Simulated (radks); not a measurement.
These are the eigenvalues of the occupied orbitals of an atom or ion with whole-number occupations (eV). Calculated with a radial shooting solver on a logarithmic mesh with Libxc functionals: scalar-relativistic Kohn-Sham, PBEsol, spin-unpolarised, spherical densities, point nucleus.

1s: -6430.930
2s: -751.2181
2p: -637.8855
3s: -93.8745
3p: -62.7255
3d: -14.9345
4s: -11.8782

Which element is it, and in what charge state? The configuration may be excited.

Answer. Z = 25, manganese, charge +1: Mn+ in [Ar] 3d5 4s1. The list shows which subshells hold electrons but not how many an open one holds; the 1s level, -236.33 hartree, gives Z - s = 21.7 by -(Z - s)^2/2, which with screening and relativity narrows Z to a few neighbours, and the depths of the outer levels then fix element, charge and occupations together.
